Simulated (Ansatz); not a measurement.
This geometry of C2H6OSi (10 atoms, charge 0, multiplicity 1) is a first-order saddle point.

All numbers below come from RKS CAM-B3LYP-D4/def2-SVP in Ansatz.

```xyz
10
Properties=species:S:1:pos:R:3
C -0.114 0.800 -1.012
O -0.053 -0.635 -0.974
C 0.062 -1.273 0.125
Si 0.188 -0.646 1.986
H -0.210 1.061 -2.071
H 0.800 1.212 -0.566
H -0.976 1.140 -0.425
H 0.084 -2.350 -0.129
H 1.200 0.391 1.445
H -0.980 0.300 1.621
```

Question: Which two structures does it join? (They come from a converged band through this point; their orientation in space is the band's.)

Answer: No bond is made or broken. The dihedral O2–C3–Si4–H10 goes from 0 to 180°. The two ends are copies of one structure, up to a mirror image or an exchange of like atoms.

Initial state:

```xyz
10
Properties=species:S:1:pos:R:3
C -0.294 0.760 -1.269
O 0.078 -0.585 -1.178
C 0.292 -1.060 0.060
Si 0.196 -0.306 1.618
H -0.436 0.999 -2.331
H 0.490 1.416 -0.846
H -1.237 0.947 -0.721
H 0.576 -2.118 0.027
H 0.503 -1.157 2.782
H -0.167 1.104 1.858
```

Final state:

```xyz
10
Properties=species:S:1:pos:R:3
C -0.295 0.760 -1.269
O 0.078 -0.586 -1.178
C 0.292 -1.059 0.060
Si 0.197 -0.306 1.618
H -0.436 0.998 -2.331
H 0.489 1.416 -0.846
H -1.238 0.947 -0.722
H 0.577 -2.117 0.027
H -0.171 1.103 1.857
H 0.506 -1.156 2.783
```

Question: How far does it lie above each of them?

Answer: 1.33 eV above the first and 1.33 eV above the second. This is the barrier of this one path; another mechanism may lie lower.

The run took 4.2 min on 2 threads of Arm Neoverse V1, on a shared host, peak memory 0.2 GiB.
